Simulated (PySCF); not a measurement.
Two species compared at the same levels of theory.

First species: SiI2Me2, C2H6I2Si.
InChI=1S/C2H6I2Si/c1-5(2,3)4/h1-2H3

Second species: C₄H₄F₂.
SMILES: `FCC#CCF`

Levels: PBE0/def2-SVPD for dipole moment, HOMO energy, LUMO energy, HOMO–LUMO gap and static isotropic polarisability; TDDFT PBE0/def2-SVPD for lowest singlet excitation; TDA PBE0/def2-SVPD for lowest triplet excitation (Tamm–Dancoff); ΔSCF PBE0/def2-SVPD for vertical ionisation energy; PBE0-D3(BJ)/def2-SVP for rotational constant A and rotational constant C. Geometries: PBE0-D3(BJ)/def2-SVP. Each species is one conformer at its optimised geometry, gas phase (atoms past krypton carry core potentials, spin–orbit coupling is left out); the electronic structure was computed with PySCF and density fitting.

Values for the first species:

| Item | Value |
| --- | --- |
| Dipole moment | 2.34 D |
| HOMO energy | -7.37 eV |
| LUMO energy | -1.06 eV |
| HOMO–LUMO gap | 6.31 eV |
| Lowest singlet excitation | 5.16 eV |
| Lowest triplet excitation (Tamm–Dancoff) | 4.63 eV |
| Static isotropic polarisability | 123.1 au |
| Vertical ionisation energy | 9.18 eV |
| Rotational constant A | 1.780 GHz |
| Rotational constant C | 0.411 GHz |

(1) Estimate the same properties for the second species, and the change in each.

Answers

(1) 
| property | first | second | second less first |
| --- | --- | --- | --- |
| dipole moment | 2.34 D | 1.88 D | -0.46 D |
| HOMO energy | -7.37 eV | -8.22 eV | -0.85 eV |
| LUMO energy | -1.06 eV | -0.25 eV | +0.81 eV |
| HOMO–LUMO gap | 6.31 eV | 7.97 eV | +1.66 eV |
| lowest singlet excitation | 5.16 eV | 6.01 eV | +0.85 eV |
| lowest triplet excitation (Tamm–Dancoff) | 4.63 eV | 5.04 eV | +0.41 eV |
| static isotropic polarisability | 123.1 au | 51.2 au | -71.9 au |
| vertical ionisation energy | 9.18 eV | 10.49 eV | +1.31 eV |
| rotational constant A | 1.780 GHz | 15.974 GHz | +14.194 GHz |
| rotational constant C | 0.411 GHz | 1.170 GHz | +0.759 GHz |

On the first: The principal polarisabilities are 107.0, 118.2 and 144.0 au; their mean is the isotropic value. No computed singlet falls in the visible range (750 to 380 nm, 1.65 to 3.26 eV); S1 lies 1.90 eV above its blue end. Atoms past krypton carry effective core potentials; spin–orbit coupling is left out.

On the second: The dipole matches unit charges of opposite sign 0.39 Å apart (1 e·Å = 4.8032 D). Point group C2 permits a dipole; with 1.88 D the species has a pure rotational spectrum.
